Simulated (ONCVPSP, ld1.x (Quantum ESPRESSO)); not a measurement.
Potentials for arsenic (As) compared

Generated with ld1.x 7.5 (TM, RRKJ, ultrasoft, PAW), atompaw 4.2 or ONCVPSP 4.0.1. The cutoff is in Ry: for ld1.x and atompaw files where the sum of valence levels is converged to 10 mRy in a Bessel basis, for ONCV files where the hardest occupied wave has 1 mHa per electron of residual kinetic energy. The error is the largest all-electron minus pseudo excitation energy over each file’s own four to seven test configurations (ionisations up to +4, promotions, holes and added fractions of an electron), all of which were solved. The labels leave out finer settings (local radius, basis sizes, second energies), which also bear on the numbers. Spin-polarised tests are not counted. The rows are a selection from randomly drawn settings: files with unsolved tests, undetermined cutoffs or missed reference levels are left out.

A true bound ghost makes a file unfit for plane-wave use even where its test errors are small: the radial tests pick states by their node count and pass the ghost by.

```csv
potential,cutoff (Ry),largest error (meV),bound ghosts
"TM, PBEsol, fully relativistic, rc 1.20/2.05/2.25 (spd), local smoothed, core correction no, reference 4s2 4p2",80,+99,none
"ONCV, PBE, non-relativistic, rc 0.80/1.15/0.60 (spd), local d, core correction yes, reference 3s2 3p6 3d10 4s2 4p3, qcut 14.9/11.9/16.9, projectors 2/2/0",928,+0.8,none
"ONCV, PBE, fully relativistic, rc 1.40/1.65 (sp), local smoothed, core correction yes, reference 4s2 4p3, qcut 3.6/6, projectors 2/2",36,-337,none
"ONCV, LDA (Perdew-Wang 92), fully relativistic, rc 1.40/1.95 (sp), local smoothed, core correction yes, reference 4s2 4p3, qcut 4/4.3, projectors 2/2",30,-100,none
"ONCV, PBEsol, scalar-relativistic, rc 0.90/0.85/0.90 (spd), local smoothed, core correction yes, reference 3s2 3p6 3d10 4s2 4p3, qcut 12.7/18.8/16.6, projectors 2/2/1",236,-3.8,none
```

Q: Fill in the row for As: ONCV, PW91, scalar-relativistic, rc 1.10/1.05/1.25 (spd), local smoothed, core correction yes, reference 3s2 3p6 3d10 4s2 4p3, qcut 9/12.6/13.4, projectors 2/2/2.

A: cutoff 139 Ry, largest error +356 meV, bound ghosts: none.

Q: Fill in the row for As: ONCV, PBEsol, scalar-relativistic, rc 1.60/1.40/1.55 (spd), local p, core correction yes, reference 4s2 4p3, qcut 4.2/5.5/6.4, projectors 2/0/2.

A: cutoff 172 Ry, largest error -115 meV, bound ghosts: s, d.
